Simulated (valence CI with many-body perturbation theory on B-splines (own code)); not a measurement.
# Ir XXIX: M1 decay

Method: configuration interaction combined with many-body perturbation theory (CI+MBPT): three valence electrons over a frozen Dirac-Fock core [Kr] 4d10, radial functions for each j: 8 s, 8 p, 9 d, 9 f, 6 g, 3 h, 2 i, with the one-electron correlation potential Σ1, the two-electron term Σ2, the three-electron term Σ3, Breit, model QED; selected CI, second order for the rest, scaled by the run's own slope (own B-spline code, finite nucleus).

The last digits are not significant, and no measured levels were compared; by estimate large intervals hold to a few tenths of a per cent, small ones and those within an open d or f shell to about a per cent. Core correlation moves these levels by up to 50000 cm⁻¹, and in measured spectra 5 to 20 % of such shifts remained as error; rates that hang on mixing are uncertain with them.

Lines 1 to 50 of 120 in falling wavelength, among levels below 172.17 eV, chosen from the decays that carry over 1 % of a level's rate. Wavelengths and rates use the calculated energies. Weak lines are less certain than strong ones. Lines between different terms over intervals too small for the method are left out, as are lines whose strength nearly cancels.

Levels are named by their leading jj configuration (3d3/2^4 stands for four electrons in 3d with j = 3/2), which in mixed levels can hold well under half, so a name can repeat and another be missing. Letters in brackets count levels of one name in rising energy.

| λ vac (Å) | Upper | Lower | Type | A (s⁻¹) | Branch % |
| --- | --- | --- | --- | --- | --- |
| 11680 | (4f5/2^2 4f7/2) J=3/2 [a] | (4f5/2^3) J=5/2 | M1 | 3.76e+00 | 1.4 |
| 10940 | (4f5/2^2 4f7/2) J=5/2 [a] | (4f5/2^3) J=5/2 | M1 | 7.19e+00 | 3.1 |
| 10730 | (4f5/2^2 4f7/2) J=11/2 [b] | (4f5/2 4f7/2^2) J=9/2 [b] | M1 | 4.88e+00 | 1.0 |
| 10510 | (4f5/2^2 4f7/2) J=7/2 [a] | (4f5/2^3) J=5/2 | M1 | 4.06e+00 | 2.8 |
| 8747 | (4f5/2 4f7/2^2) J=3/2 [a] | (4f5/2^2 4f7/2) J=5/2 [b] | M1 | 2.94e+01 | 3.5 |
| 8733 | (4f5/2 4f7/2^2) J=13/2 [c] | (4f5/2 4f7/2^2) J=11/2 [b] | M1 | 7.05e+00 | 1.1 |
| 7770 | (4f5/2^2 4f7/2) J=7/2 [b] | (4f5/2^2 4f7/2) J=7/2 [a] | M1 | 8.42e+00 | 2.0 |
| 7743 | (4f5/2^2 4f7/2) J=7/2 [a] | (4f5/2^2 4f7/2) J=9/2 | M1 | 2.49e+01 | 17.4 |
| 7554 | (4f5/2^2 4f7/2) J=7/2 [b] | (4f5/2^2 4f7/2) J=5/2 [a] | M1 | 1.26e+01 | 2.9 |
| 7183 | (4f5/2 4f7/2^2) J=11/2 [b] | (4f5/2^2 4f7/2) J=11/2 [b] | M1 | 2.01e+01 | 2.3 |
| 6515 | (4f5/2^2 4f7/2) J=15/2 | (4f5/2 4f7/2^2) J=13/2 [b] | M1 | 2.58e+01 | 2.5 |
| 6030 | (4f7/2^3) J=9/2 | (4f5/2 4f7/2^2) J=9/2 [c] | M1 | 2.85e+01 | 1.7 |
| 5996 | (4f5/2 4f7/2^2) J=1/2 | (4f5/2 4f7/2^2) J=3/2 [a] | M1 | 1.11e+02 | 16.7 |
| 5916 | (4f5/2 4f7/2^2) J=3/2 [a] | (4f5/2^2 4f7/2) J=1/2 | M1 | 9.99e+00 | 1.2 |
| 5643 | (4f5/2 4f7/2^2) J=7/2 [b] | (4f5/2 4f7/2^2) J=5/2 [a] | M1 | 1.50e+01 | 2.4 |
| 5611 | (4f5/2 4f7/2^2) J=15/2 | (4f5/2 4f7/2^2) J=13/2 [a] | M1 | 1.43e+02 | 100.0 |
| 5525 | (4f5/2^3) J=5/2 | (4f5/2^3) J=3/2 | M1 | 9.12e+01 | 99.7 |
| 5449 | (4f5/2 4f7/2^2) J=5/2 [a] | (4f5/2 4f7/2^2) J=7/2 [a] | M1 | 1.29e+01 | 1.2 |
| 4761 | (4f5/2 4f7/2^2) J=7/2 [a] | (4f5/2^2 4f7/2) J=7/2 [b] | M1 | 1.20e+01 | 1.0 |
| 4647 | (4f5/2 4f7/2^2) J=9/2 [a] | (4f5/2^2 4f7/2) J=7/2 [a] | M1 | 7.80e+01 | 9.4 |
| 4538 | (4f5/2 4f7/2^2) J=13/2 [a] | (4f5/2^2 4f7/2) J=11/2 [a] | M1 | 4.27e+02 | 100.0 |
| 4525 | (4f5/2 4f7/2^2) J=9/2 [b] | (4f5/2^2 4f7/2) J=7/2 [b] | M1 | 2.57e+02 | 24.9 |
| 4468 | (4f5/2^2 4f7/2) J=7/2 [b] | (4f5/2^3) J=5/2 | M1 | 3.34e+02 | 78.1 |
| 4409 | (4f5/2^2 4f7/2) J=5/2 [b] | (4f5/2^2 4f7/2) J=7/2 [b] | M1 | 4.43e+01 | 6.5 |
| 4338 | (4f5/2^2 4f7/2) J=11/2 [b] | (4f5/2 4f7/2^2) J=13/2 [b] | M1 | 8.45e+00 | 1.8 |
| 4303 | (4f5/2 4f7/2^2) J=11/2 [b] | (4f5/2 4f7/2^2) J=9/2 [b] | M1 | 1.88e+02 | 21.8 |
| 4232 | (4f5/2 4f7/2^2) J=5/2 [a] | (4f5/2^2 4f7/2) J=3/2 [b] | M1 | 1.18e+02 | 10.6 |
| 3948 | (4f5/2^2 4f7/2) J=9/2 | (4f5/2^2 4f7/2) J=11/2 [a] | M1 | 7.67e+01 | 8.6 |
| 3941 | (4f5/2 4f7/2^2) J=13/2 [c] | (4f5/2^2 4f7/2) J=11/2 [b] | M1 | 5.29e+01 | 8.4 |
| 3878 | (4f5/2^2 4f7/2) J=7/2 [b] | (4f5/2^2 4f7/2) J=9/2 | M1 | 1.73e+01 | 4.0 |
| 3841 | (4f5/2 4f7/2^2) J=9/2 [c] | (4f5/2 4f7/2^2) J=7/2 [a] | M1 | 1.05e+02 | 7.8 |
| 3751 | (4f5/2^2 4f7/2) J=3/2 [a] | (4f5/2^3) J=3/2 | M1 | 2.66e+02 | 98.6 |
| 3671 | (4f5/2^2 4f7/2) J=5/2 [a] | (4f5/2^3) J=3/2 | M1 | 2.27e+02 | 96.6 |
| 3556 | (4f5/2^2 4f7/2) J=11/2 [a] | (4f5/2^3) J=9/2 | M1 | 8.04e+02 | 100.0 |
| 3453 | (4f5/2^2 4f7/2) J=3/2 [b] | (4f5/2^2 4f7/2) J=5/2 [a] | M1 | 3.04e+01 | 3.4 |
| 3385 | (4f5/2^2 4f7/2) J=3/2 [b] | (4f5/2^2 4f7/2) J=3/2 [a] | M1 | 4.54e+02 | 51.0 |
| 3223 | (4f5/2^2 4f7/2) J=1/2 | (4f5/2^2 4f7/2) J=3/2 [a] | M1 | 1.42e+02 | 21.5 |
| 3105 | (4f7/2^3) J=9/2 | (4f5/2^2 4f7/2) J=11/2 [b] | M1 | 8.89e+01 | 5.3 |
| 2978 | (4f5/2 4f7/2^2) J=1/2 | (4f5/2^2 4f7/2) J=1/2 | M1 | 8.37e+01 | 12.6 |
| 2952 | (4f5/2 4f7/2^2) J=7/2 [a] | (4f5/2^2 4f7/2) J=7/2 [a] | M1 | 3.07e+02 | 26.4 |
| 2920 | (4f5/2 4f7/2^2) J=7/2 [a] | (4f5/2^2 4f7/2) J=5/2 [a] | M1 | 7.44e+02 | 64.0 |
| 2907 | (4f5/2 4f7/2^2) J=7/2 [b] | (4f5/2^2 4f7/2) J=5/2 [b] | M1 | 4.67e+02 | 75.1 |
| 2904 | (4f5/2 4f7/2^2) J=9/2 [a] | (4f5/2^2 4f7/2) J=9/2 | M1 | 5.14e+02 | 62.3 |
| 2860 | (4f5/2 4f7/2^2) J=9/2 [b] | (4f5/2^2 4f7/2) J=7/2 [a] | M1 | 1.72e+02 | 16.6 |
| 2860 | (4f5/2^2 4f7/2) J=15/2 | (4f5/2 4f7/2^2) J=15/2 | M1 | 4.05e+02 | 39.5 |
| 2859 | (4f5/2 4f7/2^2) J=7/2 [b] | (4f5/2 4f7/2^2) J=9/2 [b] | M1 | 2.16e+01 | 3.5 |
| 2852 | (4f5/2 4f7/2^2) J=1/2 | (4f5/2^2 4f7/2) J=3/2 [b] | M1 | 3.43e+02 | 51.5 |
| 2814 | (4f5/2 4f7/2^2) J=11/2 [b] | (4f5/2 4f7/2^2) J=11/2 [a] | M1 | 4.45e+02 | 51.7 |
| 2810 | (4f5/2 4f7/2^2) J=11/2 [a] | (4f5/2^2 4f7/2) J=9/2 | M1 | 3.37e+02 | 48.0 |
| 2808 | (4f5/2 4f7/2^2) J=3/2 [b] | (4f5/2^2 4f7/2) J=5/2 [b] | M1 | 1.41e+02 | 6.6 |
